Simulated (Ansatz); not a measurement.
Stepwise reaction of `[CH3][AlH2]` with water, as a gas-phase model of exchange steps in deposition or etching. ΔE in kJ/mol.

Isolated molecules relaxed with PBE0-D4/def2-TZVP in Ansatz; ΔE leaves out vibrations. CCSD(T)/CBS adds triple-zeta CCSD(T) − MP2 to the extrapolated MP2 energy (def2 sets, frozen cores). This one scheme is used for every species. DFT in def2-TZVPP. B3LYP here is the variant with VWN-RPA as its local correlation; programs differ in this. One conformer a species, not always the lowest.

```csv
step,reaction,PBE-D4,B3LYP-D4,ωB97M-V,CCSD(T)/CBS
2,`[CH3][AlH][OH]` + H₂O → `[CH3][Al]([OH])[OH]` + H₂,-116.2,-122.8,-120.5,-120.6
```

(1) Give the row of step 1, `[CH3][AlH2]` + H₂O → `[CH3][AlH][OH]` + H₂. (Best estimate.)

(2) By hand: ΔE of the 2 steps together at CCSD(T)/CBS.

Answers

(1) The calculation gave: 
```json
{"step": "1", "reaction": "`[CH3][AlH2]` + H₂O → `[CH3][AlH][OH]` + H₂", "PBE-D4": "-124.1", "B3LYP-D4": "-129.0", "ωB97M-V": "-127.3", "CCSD(T)/CBS": "-126.3"}
```

(2) (-126.3) + (-120.6) = -246.9 kJ/mol, or -123.4 kJ/mol a step.

In ΔE each step is higher than the one before. All are downhill at CCSD(T)/CBS. PBE-D4 differs from CCSD(T)/CBS by 2.2 to 4.4 kJ/mol a step. Isolated molecules leave out the surface, adducts and barriers. Largest T1 diagnostic: 0.012.
